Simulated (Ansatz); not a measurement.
A structure relaxed at PBE0-D4/def2-TZVP, charge 0, multiplicity 1:

Cartesian coordinates in Å:
```
N 0.504 -1.945 0.216
Si 0.244 -0.452 -0.527
Cl 1.159 -0.638 -2.353
C -1.132 0.635 -0.234
C 0.032 1.141 0.249
O 0.404 2.245 0.892
H 0.177 -2.150 1.144
H 1.138 -2.631 -0.155
H -2.161 0.980 -0.259
H -0.366 2.814 1.026
```

Q: Give its formula and SMILES.

A: C2H4ClNOSi, `N[Si]1(Cl)C=C1O`.

Q: Summarise the bond lengths by kind.

A: 1 × N–Si 1.688 Å; 2 × H–N 1.004 to 1.005 Å; 1 × Cl–Si 2.051 Å; 2 × C–Si 1.778 to 1.784 Å; 1 × C–C 1.358 Å; 1 × C–H 1.086 Å; 1 × C–O 1.331 Å; 1 × H–O 0.967 Å.

Results of the Gaussian-basis code of Ansatz.
